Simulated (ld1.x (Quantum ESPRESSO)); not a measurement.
**Building the TM potential for indium (In) (BP86, fully relativistic).**

ld1.x (Quantum ESPRESSO) 7.5 input, shortened:

```
&input
   title='In', zed=49., rel=2, dft='BP', iswitch=3,
   config='[Kr] 4d10 5s2 5p0', rel_dist='average'
 /
 &inputp
   pseudotype=2, tm=.true., lloc=0,
   nlcc=.false.
 /
3
4P  2  1   6.00   0.00  1.50  1.50  0.0
4D  3  2  10.00   0.00  1.30  1.30  0.0
4S  1  0   2.00   0.00  0.80  0.80  0.0
 &test
   configts(1)='4s2 4p6 4d10 5s2 5p0'
 /
```

Open shells are filled in proportion to 2j + 1 (rel_dist='average').

Occupied shells without a wave of their own: 5s. They enter only through the test configuration that unscreens the potential.

Poles of the logarithmic derivatives, all-electron (AE) and pseudo (PS). s: poles at -9.0 (AE) and -9.0 (PS) Ry. p1/2: poles at -6.1 (AE) and -6.1 (PS) Ry. p3/2: poles at -5.5 (AE) and -5.5, 3.1 (PS) Ry. d3/2: poles at -0.6 (AE) and -0.6 (PS) Ry. d5/2: poles at -0.5 (AE) and -0.5 (PS) Ry. Test radius 1.65 bohr.

- Ghost test: no extra level below or beside the all-electron valence levels (p1/2, p3/2, d3/2, d5/2, s, f tested) (spherical-Bessel basis up to 400 Ry, 20 bohr box)
- Largest excitation error: +934 meV (all-electron minus pseudo) for 4s2 4p6 4d9 5s2 5p2, out of 7 test configurations
